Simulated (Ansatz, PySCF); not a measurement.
This Ansatz (a program for electronic structure) input computes a B3LYP/def2-TZVPD energy:

Ansatz 0.2 input:
```yaml
crystal:
  periodic: [false, false, false]
  atoms:
    - {symbol: S, position_ang: [0.00772624, -0.71426207, 0.01342400]}
    - {symbol: S, position_ang: [1.69691910, 0.37510159, -0.02943034]}
    - {symbol: S, position_ang: [-1.70464534, 0.33916048, 0.01600634]}
basis:
  gaussian:
    orbitals: def2-TZVPD
hamiltonian:
  xc: {name: B3LYP}
total_charge: -1
magnetization: {spin_polarized: true, initial_magnetization: 1}
output: {forces: true}
```

Task: Write an input for the same energy in PySCF and say what it gives.

Result: 
```python
from pyscf import gto, scf, dft

mol = gto.M(
    atom='''
    S     0.00772624   -0.71426207    0.01342400
    S     1.69691910    0.37510159   -0.02943034
    S    -1.70464534    0.33916048    0.01600634
    ''',
    basis='def2-tzvpd',
    charge=-1,
    spin=1,
    verbose=4,
)

mf = dft.UKS(mol, xc='b3lyp').density_fit(auxbasis='def2-universal-jkfit')
mf.grids.level = 3
mf.conv_tol = 1e-9
mf.max_cycle = 100
mf.max_memory = 1500
mf.kernel()
if not mf.converged:
    mf = mf.newton()
    mf.kernel(mf.make_rdm1())
for _ in range(2):
    mo, _, stable, _ = mf.stability(return_status=True)
    if stable:
        break
    mf.kernel(mf.make_rdm1(mo, mf.mo_occ))
mf.analyze()
```
It gives -1194.74759 Eh, and Ansatz -1194.74753 Eh, a difference of 0.06 mEh, from the treatment of integrals and grids.

It need not be the lowest isomer of its formula.
